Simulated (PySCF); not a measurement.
# C₆ coefficients of unlike pairs at PBE0

Calculated with PySCF 2.14 from the dipole response of each species, C₆(A,B) = (3/π) ∫ α_A(iu) α_B(iu) du, in atomic units, from isotropic polarisabilities. For ions this is the dispersion term alone; charge-induced terms of lower order in 1/R come first.

```json
{"species": "Mg", "configuration": "[Ne] 3s2 (1S)", "basis": "aug-cc-pCVTZ-DK (8s7p5d3f)", "relativity": "spin-free X2C", "α (bohr³)": "74.85", "C₆ (like pair)": "673.0"}
{"species": "Ar⁺", "configuration": "[Ne] 3s2 3p5 (2P)", "basis": "aug-cc-pVTZ-DK (6s5p3d2f)", "relativity": "spin-free X2C", "α (bohr³)": "6.872", "C₆ (like pair)": "31.22"}
{"species": "Sc⁺", "configuration": "[Ar] 3d1 4s1 (3D)", "basis": "aug-cc-pVQZ-DK (9s8p6d4f3g2h)", "relativity": "spin-free X2C", "α (bohr³)": "63.02", "C₆ (like pair)": "435.9"}
{"species": "F³⁺", "configuration": "[He] 2s2 2p2 (3P)", "basis": "aug-cc-pVTZ with one added diffuse shell each of s, p, d, f type (6s5p4d3f)", "relativity": "none", "α (bohr³)": "0.9430", "C₆ (like pair)": "0.8511"}
```

(1) Estimate C₆ for F³⁺ with Ar⁺.

No spin-orbit coupling is included.

The other pairs:

| pair | C₆ |
| --- | --- |
| Sc⁺, Mg | 539.5 |
| F³⁺, Mg | 15.23 |
| Ar⁺, Mg | 106.3 |
| F³⁺, Sc⁺ | 13.05 |
| Sc⁺, Ar⁺ | 89.08 |

Results:

(1) The integral gives 4.986. The combination rule 2 C_A C_B / (C_A α_B/α_A + C_B α_A/α_B) gives 5.067 and the geometric mean 5.154.
